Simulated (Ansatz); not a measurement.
Correlation energies of C2H6BFO2 by basis set

Z-matrix (Å, degrees):
```
B
O 1 1.492
C 1 1.609 2 91.3
H 1 1.212 2 115.5 3 112.8
H 1 1.208 2 112.8 3 -112.2
H 2 0.959 1 109.1 3 -97.2
F 3 1.304 1 120.2 2 -75.5
O 3 1.274 1 125.5 2 90.1
C 8 1.445 3 121.0 1 -160.5
H 9 1.088 8 110.0 3 -62.5
H 9 1.085 8 105.0 3 178.3
H 9 1.089 8 109.6 3 59.2
```

The species carries charge 0 and has multiplicity 1. The bonds changed during the relaxation, so this is another structure than the one it started from. The structure was optimised at the PBE0-D4/def2-TZVP level. It is one conformer, not always the lowest. Frozen core, restricted reference, Ansatz. CBS rows extrapolate triple and quadruple zeta; past MP2 they add the triple-zeta difference.

```tsv
basis	HF (Eh)	MP2 corr.	CCSD corr.	(T)	CCSD(T) total
def2-SVP	-352.76034	?	-0.96380	?	?
def2-TZVPP	-353.18857	-1.16513	-1.19779	?	?
def2-QZVPP	-353.20489	?	–	–	–
CBS(def2)	-353.20714	-1.32287	-1.35553	as TZ	-354.60854
```

Fill in the withheld values. (Estimate.)

The calculation gave: def2-SVP MP2 corr.: -0.91721; def2-SVP (T): -0.02619; def2-SVP CCSD(T) total: -353.75033; def2-TZVPP (T): -0.04587; def2-TZVPP CCSD(T) total: -354.43223; def2-QZVPP MP2 corr.: -1.25574.
